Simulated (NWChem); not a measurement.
System: BAsH3F; SMILES [AsH2]BF

```xyz
6

B     -0.5717     1.1847    -0.0001
As     0.0459    -0.7479    -0.0240
H     -0.9785    -1.1997     1.0026
H      1.1776    -0.5642     0.9730
F      0.3114     2.1658    -0.0133
H     -1.7436     1.4825    -0.0762
```
Atoms are numbered in this order, from 1.

Level: PBE0/def2-SVP (NWChem), optimised geometry, unscaled harmonic frequencies. 

```
frequency (cm⁻¹)  IR intensity (km/mol)
----------------  ---------------------
182                                 2.7
258                                 2.7
466                                16.5
546                                 9.8
723                                25.7
841                                10.9
995                                37.6
1099                               51.9
1321                              306.4
2241                               51.1
2259                               68.7
2618                              150.7
```

| Item | Result |
|---|---|
| zero-point energy | 19.4 kcal/mol |
| thermal correction to the enthalpy at 298.15 K (with zero-point energy) | 22.8 kcal/mol |
| heat capacity Cv | 14.2 cal/(mol K) |
| entropy at 298.15 K and 1 atm (symmetry number 1) | 70.0 cal/(mol K) |
| dipole moment | 0.69 D |

Rigid rotor and harmonic oscillator.
